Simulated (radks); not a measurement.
Q: Successive ionisation energies (eV) of one element, from differences of total energies of ions in their ground configurations, starting at charge 22: 694.00, 725.58, 821.01, 858.95, 1502.1, 1580.8, 1660.5, 1741.1, 1822.5, 1937.8, 2024.5, 2112.1, 2200.6, 2289.8, 2586.3, 2664.7, 2741.4, 2852.7, 2933.6, 3012.9, 3246.5, 3335.9. Method: scalar-relativistic Kohn-Sham, r2SCAN, spin-polarised, spherical densities, finite nucleus; open shells are filled with parallel spins first (spin-orbit coupling, left out, can overturn this in heavy ions); meta-GGA in the generalised Kohn-Sham scheme; Fermi nuclear charge, rms radius 4.7859 fm; computed with a radial shooting solver on a logarithmic mesh with Libxc functionals. Which element is it?

A: Xenon (Z = 54). The first species listed is Xe22+ in [Ar] 3d10 4s2 4p2, the last Xe43+ in [Ne] 3s1.
